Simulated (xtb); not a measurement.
MgClI, SMILES [Cl][Mg][I]. All values are semi-empirical tight-binding results from xtb (GFN2-xTB unless named), good for trends rather than for accurate numbers. Coordinates come from a GFN2-xTB optimisation.

For metal compounds this method's bond lengths and energies can be far off.

```
Quantity                                        Value
-------------------------------------  --------------
point group as xtb finds it                        Cs
orbital gap                                   3.11 eV
zero-point energy                        1.1 kcal/mol
G − E(el) at 298.15 K (modified RRHO)  -17.6 kcal/mol
```
